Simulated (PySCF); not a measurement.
# La²⁺ (lanthanum, charge +2) across methods

[Xe] 5d1, 2D determinant. Computed with PySCF 2.14 in def2-QZVPPD with the def2 core potential (46 electrons), with a scalar-relativistic core potential.

```csv
method,E (hartree),mean ε 5p α (eV),mean ε 5p β (eV),mean ε 5d α (eV),Σ⟨r²⟩ (bohr²),⟨S²⟩
UHF,-30.53345,-41.572,-40.435,-18.497,35.84,0.755
wB97M-V,-30.7838,-39.575,-39.021,-18.012,35.73,0.751
LDA,-30.7575,-35.409,-34.978,-15.056,35.93,0.750
PBE,-30.8675,-35.459,-35.014,-15.157,35.66,0.751
PBE0,-30.8579,-37.231,-36.635,-16.155,35.60,0.752
r2SCAN0,-30.8524,-37.602,-36.939,-16.279,35.54,0.753
BLYP,-30.8310,-35.320,-34.906,-14.999,35.78,0.751
r2SCAN,-30.8755,-36.064,-35.519,-15.303,35.52,0.752
```

Question: Estimate the same row for HSE06.

Answer: E (hartree) = -30.8567; mean ε 5p α (eV) = -36.817; mean ε 5p β (eV) = -36.225; mean ε 5d α (eV) = -15.757; Σ⟨r²⟩ (bohr²) = 35.61; ⟨S²⟩ = 0.752.

Energies and moments cover only the electrons outside the core potential. Spin-orbit coupling, absent here, splits the open shell strongly.
